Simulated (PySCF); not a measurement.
Delta-SCF ions had no search for a lower state. Excitations are Tamm–Dancoff values on a coarser integration grid. The basis has no diffuse functions, so Rydberg states are missing or too high.

Cartesian coordinates (Å):
```xyz
8

O     -0.6565     1.2558    -0.1068
B     -0.2204     0.0063    -0.0878
O     -0.6399    -1.2176     0.1909
O      1.2085    -0.0363    -0.5213
H     -1.5609     1.4783     0.1430
H     -1.5416    -1.3865     0.4878
H      1.6999     0.7680    -0.7619
H      1.7109    -0.8680    -0.5651
```
Charge +1, spin multiplicity 1.

### Question
What is the computed vertical ionisation energy (Delta-SCF), T1 excitation (TDA), S1–T1 gap (TDA), hole reorganisation energy (four-point), LUMO, HOMO–LUMO gap, adiabatic ionisation energy (no zero-point term) and S1 excitation (TDA) (TPSSh-D3(BJ)/def2-TZVP // B3LYP-D3(BJ)/def2-TZVP (PySCF))?

### Answer

```json
{
  "vertical ionisation energy (Delta-SCF)": "17.90 eV",
  "T1 excitation (TDA)": "8.08 eV",
  "S1–T1 gap (TDA)": "0.12 eV",
  "hole reorganisation energy (four-point)": "133.1 kJ/mol",
  "LUMO": "-5.77 eV",
  "HOMO–LUMO gap": "8.71 eV",
  "adiabatic ionisation energy (no zero-point term)": "17.47 eV",
  "S1 excitation (TDA)": "8.20 eV"
}
```
